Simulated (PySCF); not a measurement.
An unknown shows these calculated signals:

$^{1}$H NMR (400 MHz, computed): δ 9.05 (dd, J = 5.3, 1.2 Hz, 2H), 8.02 (dd, J = 5.3, 1.2 Hz, 2H), 4.78 (br, 2H).

$^{13}$C{$^{1}$H} NMR (computed): δ 156.2 (CH), 139.6 (C), 134.9 (CH).

No solvent, no relativistic terms, one conformer, one averaged value for each set of equivalent atoms. Couplings computed with B3LYP/pcJ-1 (spin–dipole term only in couplings to heteroatoms); GIAO PBE0/pcSseg-1 shieldings; structure optimised with PBE0-D3(BJ)/def2-SVP; PySCF.

Shifts are taken against calculated references (same method and geometry level): $^{1}$H (σref 31.27) and $^{13}$C (σref 184.41) against TMS.

Task: Which of these does the molecule contain: a heteroaromatic ring, a carboxylic acid, a three-membered ring, an OH group?

Result: 
- A heteroaromatic ring: yes.
- A carboxylic acid: no.
- A three-membered ring: no.
- An OH group: no.

The data belong to `B1OBOB(c2ccncc2)O1`, C5H6B3NO3; they needn't prove each group on their own.

Carbon signals by region: 3 in the sp2 and nitrile region (100–160 ppm).

Hydrogens on boron are broadened and split by $^{11}$B (spin 3/2, 80 %) and 10B (spin 3). A carbon bonded to boron is broadened by the quadrupolar boron nucleus and is often missing from a measured spectrum. Multiplet labels drop couplings under 1 Hz and merge nearly equal ones. Unscaled 3J(H,H) at this level run about 10 % above measured values. Shifts are as computed. Against solution values, carbons near 30 ppm lie about +2 ppm off and those near 130 ppm about +5 ppm. Of 1313 compounds with measured shifts, 239 miss one by over three times the rms of a fit or turn the order of signals round; such compounds aren't used in these exercises.
